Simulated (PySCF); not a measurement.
Effect of structural changes

The calculation used TDDFT CAM-B3LYP/def2-SVPD circular dichroism and optical rotation, one conformer, gas phase in PySCF. Geometry: GFN2-xTB.

Each molecule in one low-energy conformer. The parent is C#C[C@@H]1C=C[C@@H]1CS.

The molecule is flexible and this is one conformer; a measurement averages over conformers.

(1) How does the specific rotation at 589.3 nm (origin-invariant length gauge) change along this series?
- C#C[C@@H]1C=C[C@@H]1CS (base)
- C#C[C@H]1C=C[C@@H]1CS (diastereomer)

Results:

(1) 
```tsv
molecule	[α]589 (deg dm⁻¹ (g/mL)⁻¹)	S1 (eV)	R(S1), velocity form (10⁻⁴⁰ esu² cm²)
C#C[C@@H]1C=C[C@@H]1CS	+78.1	5.53	+6.3
C#C[C@H]1C=C[C@@H]1CS	+334.4	5.54	-2.3
```
The specific rotation at 589.3 nm (origin-invariant length gauge) is lowest for C#C[C@@H]1C=C[C@@H]1CS and highest for C#C[C@H]1C=C[C@@H]1CS.
